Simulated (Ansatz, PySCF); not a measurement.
Noncovalent pair: C2H4 (SMILES C=C) (first 6 atoms) with CH6Si (SMILES C[SiH3]); geometry from B3LYP-D3(BJ)/def2-TZVP, rigid monomers moved along the line of their centres of mass till H3···Si8 is 4.65 Å.
(charge 0, multiplicity 1):
```xyz
14

C      0.4907    -0.0153     0.0182
C     -0.8089     0.2180     0.1247
H      1.2180     0.5442     0.5933
H      0.8806    -0.7758    -0.6477
H     -1.5376    -0.3411    -0.4499
H     -1.1958     0.9785     0.7919
C     -0.6637    -1.0867     5.1037
Si     0.6299     0.2663     5.1946
H     -1.6178    -0.7403     5.5053
H     -0.3523    -1.9602     5.6794
H     -0.8190    -1.3947     4.0691
H      0.1989     1.4638     4.4321
H      1.9217    -0.1979     4.6332
H      0.8590     0.6778     6.6020
```

Interaction energies are E(AB) − E(A) − E(B) at the monomers' geometry in the complex; basis-set methods are counterpoise corrected.

Frozen-core correlation.

Run with Ansatz (a quantum-chemistry and plane-wave program); PySCF for the dispersion terms. 

PBE/def2-TZVPPD gives -0.31 kcal/mol for the interaction energy.

Question: How do the other levels lie against it? Give each less PBE: PBE-D3(BJ)/def2-TZVPPD, r2SCAN/def2-TZVPPD, PBE0/def2-TZVPPD, wB97M-V/def2-TZVPPD, MP2/aug-cc-pV(D+d)Z, CCSD(T)/aug-cc-pV(D+d)Z.

Answer: PBE-D3(BJ)/def2-TZVPPD -0.39; r2SCAN/def2-TZVPPD 0.02; PBE0/def2-TZVPPD 0.04; wB97M-V/def2-TZVPPD -0.24; MP2/aug-cc-pV(D+d)Z -0.24; CCSD(T)/aug-cc-pV(D+d)Z -0.22 kcal/mol. 2 of 6 lie above PBE; the widest gap is to PBE-D3(BJ)/def2-TZVPPD.
